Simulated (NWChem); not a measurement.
System meant: C3H5NSi; SMILES [SiH2]1C=CN=C1

The following NWChem deck was run.

```
start job
memory heap 200 mb stack 900 mb global 1100 mb
geometry units angstroms noautoz
  C     -0.724213     1.268538     0.000000
  C     -1.325390     0.061617     0.000000
  Si     0.051203    -1.193201     0.000000
  C      1.300089     0.247185     0.000000
  N      0.696526     1.379133     0.000000
  H     -1.258941     2.224478     0.000000
  H     -2.411110    -0.043981     0.000000
  H      0.132543    -2.055744     1.217131
  H      0.132543    -2.055744    -1.217131
  H      2.398971     0.241587     0.000000
end
basis spherical
  * library def2-svp
end
dft
  xc pbe0
  iterations 4
  mulliken
end
task dft energy
```

End of the output:

```
    Atom       Charge   Shell Charges
 -----------   ------   -------------------------------------------------------
    1 C    6     6.00   1.97  0.62  0.30  1.85  1.14  0.12
    2 C    6     6.21   1.97  0.63  0.35  1.88  1.33  0.06
    3 Si  14    13.52   2.00  1.93  0.65  0.33  5.82  1.34  1.14  0.32
    4 C    6     6.10   1.97  0.64  0.36  1.83  1.20  0.10
    5 N    7     7.10   1.97  0.81  0.48  2.18  1.59  0.06
    6 H    1     0.97   0.64  0.26  0.07
    7 H    1     0.96   0.62  0.27  0.07
    8 H    1     1.08   0.63  0.42  0.02
    9 H    1     1.08   0.63  0.42  0.02
   10 H    1     0.98   0.64  0.27  0.07

 center of mass
 --------------
 x =   0.02186578 y =   0.04134637 z =   0.00000000

 moments of inertia (a.u.)
 ------------------
         367.855752318083          -0.000000000000           0.000000000000
          -0.000000000000         252.692288811001           0.000000000000
           0.000000000000           0.000000000000         599.221646661697

     Multipole analysis of the density
     ---------------------------------

     L   x y z        total         alpha         beta         nuclear
     -   - - -        -----         -----         ----         -------
     0   0 0 0     -0.000000    -22.000000    -22.000000     44.000000

     1   1 0 0     -0.250345     -0.125172     -0.125172      0.000000
     1   0 1 0     -0.623159     -0.311579     -0.311579      0.000000
     1   0 0 1      0.000000      0.000000      0.000000      0.000000

     2   2 0 0    -25.292593    -84.974454    -84.974454    144.656315
     2   1 1 0     -2.016117      1.320238      1.320238     -4.656594
     2   1 0 1     -0.000000     -0.000000     -0.000000      0.000000
     2   0 2 0    -29.237073   -115.824505   -115.824505    202.411936
     2   0 1 1      0.000000      0.000000      0.000000      0.000000
     2   0 0 2    -28.982087    -19.781246    -19.781246     10.580406

 ------------------------------------------------------------------------
 dft energy failed                                                                                  0
 ------------------------------------------------------------------------
 ------------------------------------------------------------------------
  current input line :
    23: task dft energy
 ------------------------------------------------------------------------
 ------------------------------------------------------------------------
 This type of error is most commonly associated with calculations not reaching convergence criteria
 ------------------------------------------------------------------------
 For more information see the NWChem manual at https://nwchemgit.github.io

0:dft energy failed:Received an Error in Communication
```

**Question.** Can this run be used? If not, why, and what is the fix?

**Answer.** Convergence was not reached. Cause: the SCF was allowed too few iterations. This input runs:
```
start job
memory heap 200 mb stack 900 mb global 1100 mb
geometry units angstroms noautoz
  C     -0.724213     1.268538     0.000000
  C     -1.325390     0.061617     0.000000
  Si     0.051203    -1.193201     0.000000
  C      1.300089     0.247185     0.000000
  N      0.696526     1.379133     0.000000
  H     -1.258941     2.224478     0.000000
  H     -2.411110    -0.043981     0.000000
  H      0.132543    -2.055744     1.217131
  H      0.132543    -2.055744    -1.217131
  H      2.398971     0.241587     0.000000
end
basis spherical
  * library def2-svp
end
dft
  xc pbe0
  iterations 150
  mulliken
end
task dft energy
```
It converges to -460.97188 Ha (PBE0/def2-SVP).
